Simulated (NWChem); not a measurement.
System: CHBr2Cl; SMILES ClC(Br)Br

NWChem input:

```
start job
memory heap 200 mb stack 900 mb global 1100 mb
geometry units angstroms noautosym nocenter noautoz
  Cl     2.084681    -0.092491     0.000000
  C      0.416975     0.502278     0.000000
  Br    -0.544414    -0.033718     1.615088
  Br    -0.544414    -0.033718    -1.615088
  H      0.437161     1.603975     0.000000
end
basis spherical
  * library 6-31g*
end
dft
  xc m06-2x
  iterations 150
end
cosmo
  do_cosmo_smd true
  solvent thf
end
task dft energy
```

All runs use the structure optimised with PBE-D3(BJ)/def2-SVP. Solvent: tetrahydrofuran.

Level: M06-2X/6-31G* with SMD (1 M gas to 1 M solution), gas-phase geometry.

**Question.** Give the results of this calculation. (M06-2X/6-31G* (spherical d), SMD on the gas-phase geometry.) Quantities: solvation free energy (kcal/mol); cavity-dispersion-structure term (kcal/mol); dipole in solution (D).

**Answer.** The solvation free energy (kcal/mol) is -5.8, the cavity-dispersion-structure term (kcal/mol) comes out as -4.0 and the dipole in solution (D) comes out as 1.48.
